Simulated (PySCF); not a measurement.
**Radial density of Pr⁻ (praseodymium, charge -1)**

r2SCAN, [Xe] 4f3 6s2 6p1, one real determinant. All numbers are calculated (PySCF 2.14, scalar relativity by spin-free X2C-1e, in x2c-TZVPPall with one added diffuse shell each of s, p, d, f type (12s8p8d5f2g, 129 functions)).

```json
{"r (bohr)": "0.0274", "4πr²ρ (e/bohr)": "69.24", "4πr²(ρα − ρβ)": "0.0028"}
{"r (bohr)": "0.0461", "4πr²ρ (e/bohr)": "79.20", "4πr²(ρα − ρβ)": "0.0055"}
{"r (bohr)": "0.0776", "4πr²ρ (e/bohr)": "102.0", "4πr²(ρα − ρβ)": "-0.0005"}
{"r (bohr)": "0.131", "4πr²ρ (e/bohr)": "75.25", "4πr²(ρα − ρβ)": "0.0090"}
{"r (bohr)": "0.220", "4πr²ρ (e/bohr)": "88.25", "4πr²(ρα − ρβ)": "0.2502"}
{"r (bohr)": "0.369", "4πr²ρ (e/bohr)": "36.66", "4πr²(ρα − ρβ)": "1.2731"}
{"r (bohr)": "0.621", "4πr²ρ (e/bohr)": "38.35", "4πr²(ρα − ρβ)": "2.5987"}
{"r (bohr)": "1.04", "4πr²ρ (e/bohr)": "13.38", "4πr²(ρα − ρβ)": "2.0865"}
{"r (bohr)": "1.76", "4πr²ρ (e/bohr)": "6.306", "4πr²(ρα − ρβ)": "0.6950"}
{"r (bohr)": "2.96", "4πr²ρ (e/bohr)": "1.128", "4πr²(ρα − ρβ)": "0.1087"}
{"r (bohr)": "4.97", "4πr²ρ (e/bohr)": "0.5669", "4πr²(ρα − ρβ)": "0.1491"}
{"r (bohr)": "8.36", "4πr²ρ (e/bohr)": "0.2031", "4πr²(ρα − ρβ)": "0.1128"}
{"r (bohr)": "14.1", "4πr²ρ (e/bohr)": "0.01028", "4πr²(ρα − ρβ)": "0.0086"}
```

Densities and radii are taken from the X2C orbitals without a picture-change correction, which distorts them close to the nucleus.

⟨L²⟩ = 36.54 against 56 for a pure K term, so this real determinant mixes terms. Spin-orbit coupling, absent here, splits the open shell strongly. ⟨S²⟩ = 6.17 against 6.00 shows spin contamination. The configuration of this anion was assumed by filling the next shell in order. It is not the known or likely ground configuration (Ca⁻, Sr⁻ and Ba⁻, for instance, bind a p electron), so these values are not the electron affinity of the element. At r2SCAN the highest occupied level has a positive energy, so only the finite basis holds that electron.
